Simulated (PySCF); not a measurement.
This PySCF input asks for the NMR shieldings of SMILES COC1=C(F)CPC1, C5H8FOP; the geometry comes from GFN2-xTB.

```python
import basis_set_exchange as bse
import numpy as np
from pyscf import gto, dft
from pyscf.prop import nmr

atoms = """
C     2.520279   -0.245841   -0.186979
O     1.469042    0.461027   -0.811614
C     0.216000    0.290089   -0.326163
C    -0.252277   -0.469439    0.662632
F     0.492150   -1.281138    1.464035
C    -1.714024   -0.398952    0.975395
P    -2.483081    0.399515   -0.523902
C    -0.833384    1.127666   -1.007697
H     3.424122    0.036498   -0.723404
H     2.371714   -1.326342   -0.260489
H     2.615102    0.032256    0.865791
H    -1.897218    0.211389    1.867358
H    -2.144252   -1.385855    1.160003
H    -2.322996   -0.738661   -1.330791
H    -0.766138    2.166343   -0.667509
H    -0.702636    1.130389   -2.090931
"""
names = dict.fromkeys(["C", "O", "F", "P", "H"], "pcSseg-1")
basis = {el: gto.basis.parse(bse.get_basis(n, elements=[el], fmt="nwchem")) for el, n in names.items()}
mol = gto.M(atom=atoms, basis=basis, charge=0, verbose=0)
mf = dft.RKS(mol, xc="PBE0")
mf.grids.level = 2
mf.grids.alignment = dft.numint.BLKSIZE   # the property module wants whole blocks of grid points
mf.conv_tol = 1e-9
mf.kernel()

calc = nmr.RKS(mf)   # GIAO
C = mf.mo_coeff
Co = C[:, mf.mo_occ > 0]
resp = mf.gen_response(singlet=True, hermi=2)
def vind(x):   # induced exchange potential for any number of trial vectors
    d = np.einsum("pi,xij,qj->xpq", C, 2 * x.reshape(-1, C.shape[1], Co.shape[1]), Co, optimize=True)
    return np.einsum("xpq,pi,qj->xij", resp(d - d.transpose(0, 2, 1)), C, Co, optimize=True).ravel()
mo1, _ = nmr.rhf.solve_mo1(calc, with_cphf=vind)
sigma = calc.kernel(mo1)
for i, s in enumerate(sigma):   # ppm
    print("%2d %-2s %9.2f" % (i, mol.atom_pure_symbol(i), np.trace(s) / 3))
```

Task: What does it print?

Result: 
```
 0 C     127.85
 1 O     235.15
 2 C      43.01
 3 C      40.55
 4 F     326.85
 5 C     159.70
 6 P     420.76
 7 C     158.88
 8 H      27.82
 9 H      27.50
10 H      27.57
11 H      28.64
12 H      29.31
13 H      28.19
14 H      28.93
15 H      29.61
```

These numbers come from an equivalent density-fitted implementation of the same equations, which agrees with the script to about 0.01 ppm for H and up to a few tenths of a ppm for heavy atoms, so last digits may differ.

Size and cost of the density-fitted run: 183 basis functions, 47 s wall time on 1 thread of an Arm Neoverse N1, shared host.
